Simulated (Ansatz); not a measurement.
The cluster Ga₂Te₃. The state is a singlet with charge 0. Geometry r2SCAN-D4/def2-SVP, basis def2-TZVP, Ansatz.

```xyz
5

Ga    0.797    1.761    1.110
Ga   -0.155   -1.189   -1.879
Te   -0.929   -0.828    1.112
Te   -1.464    1.199   -0.718
Te    1.751   -0.944    0.375
```

```csv
run,HOMO (eV),LUMO (eV)
A,-4.60,-3.33
B,-5.54,-2.66
C,-5.40,-2.64
D,-7.04,0.23
E,-4.80,-3.32
```

In the def2 sets Te takes a core potential; there is no spin–orbit coupling. Another isomer (singlet) lies 0.38 eV lower at PBE0-D4/def2-TZVP; other spin states weren't run for this one.

Problem. The runs used HF, PBE, PBE0, r2SCAN, r2SCAN0. Estimate which is which.

Solution. A PBE (0 % exact exchange); B r2SCAN0 (25 % exact exchange); C PBE0 (25 % exact exchange); D HF (100 % exact exchange); E r2SCAN (0 % exact exchange). Exact exchange lowers occupied and raises empty levels; among semilocal functionals meta-GGAs tend to open the gap a little, and such runs are hard to tell apart. The gap grows from 1.26 eV (PBE) to 7.27 eV (HF).
